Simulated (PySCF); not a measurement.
CH₅O (cation, charge +1), SMILES [OH2+]C, singlet (PBE0/def2-SVP optimised geometry):

```
7

C     -0.776    -0.244     0.000
O      0.710    -0.244     0.000
H     -1.066    -0.793     0.902
H     -1.066    -0.793    -0.902
H     -1.134     0.793     0.000
H      1.134     0.121     0.802
H      1.134     0.120    -0.802
```

Level of theory: PBE0/def2-TZVP in PySCF.

Task: What are the frontier orbital energies?

Result: HOMO-2 -20.31 eV, HOMO-1 -18.08 eV, HOMO -17.19 eV, LUMO -6.29 eV, LUMO+1 -3.96 eV.

On the same geometry PBE/def2-TZVP in PySCF gives HOMO-2 -18.40 eV, HOMO-1 -16.47 eV, HOMO -15.50 eV, LUMO -7.37 eV, LUMO+1 -5.03 eV.

Meta-Löwdin charges at PBE0/def2-TZVP: C1 -0.12, O2 -0.29, H3 0.19, H4 0.19, H5 0.17, H6 0.43, H7 0.43.
